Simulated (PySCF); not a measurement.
TiF3, SMILES [Ti+]([F])([F])[F], charge +1, multiplicity 1.

Coordinates come from a PBE0-D3(BJ)/def2-SVP optimisation. The spin state was assumed, not searched. The isomer is the one that the SMILES or the coordinates give; other isomers of the formula were not compared.

The numbers are results of PySCF with PBE/def2-TZVPD, not measurements.

Symmetry labels are those of the subgroup Cs that the program uses (full group C3v).

Computed valence orbital energies around the gap with their symmetry:
```csv
orbital,symmetry,energy (eV)
HOMO−7,A",-18.97
HOMO−6,A',-18.57
HOMO−5,A',-18.38
HOMO−4,A",-18.38
HOMO−3,A',-17.75
HOMO−2,A",-17.41
HOMO−1,A',-17.41
HOMO,A",-17.16
LUMO,A',-11.94
LUMO+1,A',-11.38
LUMO+2,A",-11.38
LUMO+3,A',-9.38
```
